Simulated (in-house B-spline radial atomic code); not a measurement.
# Ionising the cerium ion Ce⁷⁺ with different functionals

Computed with a B-spline radial code for spherical atoms: four-component Dirac-Coulomb Hamiltonian, Fermi nucleus of rms radius 4.8771 fm, spin-restricted, spherical fractional occupations for the functionals, and exact exchange of hybrids averaged over the configuration. The ionisation energy is the difference of two self-consistent energies, [Kr] 4d10 5s2 5p3 → [Kr] 4d10 5s2 5p2, without Breit or QED terms; ε is the level of the shell that loses the electron (mean over j). The electron is taken from both j subshells in proportion to 2j + 1, so the result is a j average, not the step between ground levels.

```tsv
method	rung	ΔSCF (eV)	-ε(5p) (eV)
BHandHLYP	global hybrid	108.37	104.92
B97-1	global hybrid	108.37	102.76
HSE06	range-separated hybrid	108.42	102.67
CAM-B3LYP	range-separated hybrid	108.58	104.73
```

**Question.** Among the functionals, which spreads more, the ΔSCF values or the orbital energies?

**Answer.** The orbital energies: ΔSCF values span about 0.21 eV and the orbital energies 2.24 eV; here energy differences depend much less on the functional than eigenvalues do.

**Question.** How do they compare with the NIST value?

**Answer.** NIST lists 106 eV ± 2.1 (tabulated theory, ground level to ground level). Errors run from +2.37 to +2.58 eV; all lie within about twice that uncertainty, so the table can't rank the methods.
